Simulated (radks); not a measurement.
The numbers below are computed, except where a source is named.
Excited configurations of Cs2+: one electron is placed in a higher orbital outside [Kr] 4d10 5s2 5p4. The ground configuration is [Kr] 4d10 5s2 5p5. Code: a radial shooting solver on a logarithmic mesh with Libxc functionals. Model: scalar-relativistic Kohn-Sham, PBE, spin-polarised, spherical densities, point nucleus; open shells are filled with parallel spins first (spin-orbit coupling, left out, can overturn this in heavy ions). Excitation = E - E(ground); binding = E(ion) - E, where the ion is the core of charge +3; n* = 3/sqrt(2 binding) in atomic units, and the quantum defect is n - n*.

| outer orbital | excitation (eV) | binding (eV) | n* | <r> (bohr) |
|---|---|---|---|---|
| 5f | 25.735 | 7.656 | 3.999 | 6.158 |
| 6s | 16.656 | 16.735 | 2.705 | 3.870 |
| 6p | 20.109 | 13.282 | 3.036 | 4.574 |
| 6d | 24.346 | 9.044 | 3.680 | 6.184 |
| 6f | 28.222 | 5.169 | 4.867 | 10.30 |
| 7p | 25.680 | 7.711 | 3.985 | 8.048 |
| 7d | 27.682 | 5.708 | 4.632 | 10.30 |
| 7f | 29.709 | 3.682 | 5.767 | 15.40 |

The Delta-SCF ionisation energy is 33.391 eV (NIST Atomic Spectra Database: 33.195 eV, semi-empirical). Self-interaction in the functional shifts the binding energies and quantum defects, so they are the method's values and not measured ones. Open shells are spherical and high-spin; term and fine-structure splittings are not resolved. Spin-orbit splitting is averaged out at the scalar-relativistic level.
